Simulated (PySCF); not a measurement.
4-chlorobut-1-ene (C4H7Cl), SMILES C=CCCCl.

Geometry: PBE0-D3(BJ)/def2-SVP. One conformer was computed; it need not be the lowest.

These are PBE0-D3(BJ)/def2-SVP (PySCF 2.14.0) values and carry that method's errors.

Frequencies are harmonic and unscaled.

Computed vibrational spectrum:
| mode | ν (cm⁻¹) | IR (km/mol) | Raman (Å⁴/amu) | depolarisation | moving atoms (share of kinetic energy) |
|---|---|---|---|---|---|
| 1 | 87 | 0.2 | 3.8 | 0.75 | C 62 %, H 29 %, Cl 9 % |
| 2 | 101 | 2.0 | 2.4 | 0.74 | C 57 %, H 31 %, Cl 12 % |
| 3 | 219 | 1.5 | 2.2 | 0.71 | C 50 %, H 35 %, Cl 14 % |
| 4 | 332 | 2.4 | 5.1 | 0.42 | C 44 %, Cl 36 %, H 20 % |
| 5 | 436 | 3.0 | 0.9 | 0.40 | C 54 %, H 45 % |
| 6 | 637 | 13.1 | 9.5 | 0.49 | H 61 %, C 35 % |
| 7 | 774 | 13.7 | 5.7 | 0.37 | H 62 %, C 31 % |
| 8 | 792 | 31.2 | 9.2 | 0.43 | C 49 %, H 40 %, Cl 11 % |
| 9 | 939 | 0.6 | 1.4 | 0.11 | H 68 %, C 32 % |
| 10 | 954 | 40.5 | 1.3 | 0.71 | H 74 %, C 26 % |
| 11 | 986 | 3.4 | 3.9 | 0.43 | H 53 %, C 46 % |
| 12 | 1035 | 13.1 | 1.7 | 0.69 | H 87 %, C 13 % |
| 13 | 1080 | 3.7 | 3.9 | 0.44 | C 71 %, H 29 % |
| 14 | 1102 | 1.8 | 3.9 | 0.63 | H 74 %, C 25 % |
| 15 | 1207 | 0.6 | 1.1 | 0.73 | H 61 %, C 39 % |
| 16 | 1244 | 9.3 | 4.3 | 0.69 | H 81 %, C 19 % |
| 17 | 1289 | 0.4 | 21.4 | 0.64 | H 89 %, C 11 % |
| 18 | 1311 | 2.2 | 10.6 | 0.30 | H 80 %, C 20 % |
| 19 | 1349 | 16.3 | 2.5 | 0.74 | H 67 %, C 33 % |
| 20 | 1429 | 1.9 | 14.3 | 0.52 | H 83 %, C 17 % |
| 21 | 1459 | 2.9 | 16.3 | 0.75 | H 90 %, C 10 % |
| 22 | 1469 | 6.3 | 3.9 | 0.72 | H 90 %, C 10 % |
| 23 | 1744 | 7.1 | 36.0 | 0.16 | C 88 %, H 12 % |
| 24 | 3063 | 7.8 | 124.8 | 0.09 | H 94 % |
| 25 | 3100 | 15.8 | 77.7 | 0.07 | H 95 % |
| 26 | 3126 | 2.5 | 95.6 | 0.72 | H 91 %, C 9 % |
| 27 | 3153 | 11.8 | 20.6 | 0.53 | H 94 % |
| 28 | 3164 | 3.5 | 149.4 | 0.11 | H 92 % |
| 29 | 3174 | 9.0 | 44.3 | 0.71 | H 90 %, C 10 % |
| 30 | 3262 | 6.2 | 83.8 | 0.63 | H 89 %, C 11 % |
